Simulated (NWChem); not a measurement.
C4H7F; SMILES C[C@H]1C[C@@H]1F

Results from NWChem. Pople sets run with spherical d functions. The geometry was optimised at B3LYP/6-31G* (spherical d).

Question: Taking PBE/6-311++G** as the yardstick, which of these has the fewest basis functions while keeping “highest occupied level (eV)” within 0.05 eV of it: PBE/6-311G**; PBE/6-31G*; PBE/STO-3G; PBE/3-21G; PBE/6-31+G*?

Answer: none of them.
```csv
level,basis functions,highest occupied level (eV),relative time (rough)
PBE/STO-3G,32,-2.77,1
PBE/3-21G,59,-5.96,1
PBE/6-31G*,84,-6.06,3
PBE/6-31+G*,104,-6.49,5
PBE/6-311G**,132,-6.39,6
PBE/6-311++G**,159,-6.57,10
```

The yardstick is one finite set, not the basis-set limit.
